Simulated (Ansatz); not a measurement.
As(SMe)3 (C3H9AsS3). Total charge 0; singlet. Geometry PBE-D4/def2-SVP; atoms count from 1.

```xyz
16

As    0.186    0.121   -0.052
S     0.315   -1.862    1.050
C     1.601   -1.419    2.281
H     2.536   -1.073    1.797
H     1.819   -2.344    2.850
H     1.229   -0.647    2.982
S    -1.225   -0.591   -1.685
C     0.018   -1.203   -2.887
H     0.732   -0.410   -3.185
H    -0.547   -1.526   -3.783
H     0.568   -2.074   -2.478
S    -1.411    1.045    1.275
C    -1.436    2.732    0.555
H    -0.439    3.213    0.593
H    -2.138    3.324    1.175
H    -1.809    2.713   -0.487
```

Q: Estimate the Mulliken populations from the PBE0/def2-TZVP orbitals of Ansatz.

A: 
```json
{"atom": "As1", "charge (e)": "0.27"}
{"atom": "S2", "charge (e)": "-0.18"}
{"atom": "C3", "charge (e)": "-0.36"}
{"atom": "H4", "charge (e)": "0.14"}
{"atom": "H5", "charge (e)": "0.15"}
{"atom": "H6", "charge (e)": "0.15"}
{"atom": "S7", "charge (e)": "-0.18"}
{"atom": "C8", "charge (e)": "-0.36"}
{"atom": "H9", "charge (e)": "0.14"}
{"atom": "H10", "charge (e)": "0.15"}
{"atom": "H11", "charge (e)": "0.15"}
{"atom": "S12", "charge (e)": "-0.18"}
{"atom": "C13", "charge (e)": "-0.36"}
{"atom": "H14", "charge (e)": "0.14"}
{"atom": "H15", "charge (e)": "0.15"}
{"atom": "H16", "charge (e)": "0.15"}
```
Mulliken values depend strongly on the basis.

Q: And the Mayer bond orders between heavy atoms (over 0.3)?

A: As1–S2 1.08 (2.27 Å); As1–S7 1.08 (2.27 Å); As1–S12 1.08 (2.27 Å); S2–C3 1.02 (1.83 Å); S7–C8 1.02 (1.83 Å); S12–C13 1.02 (1.83 Å).
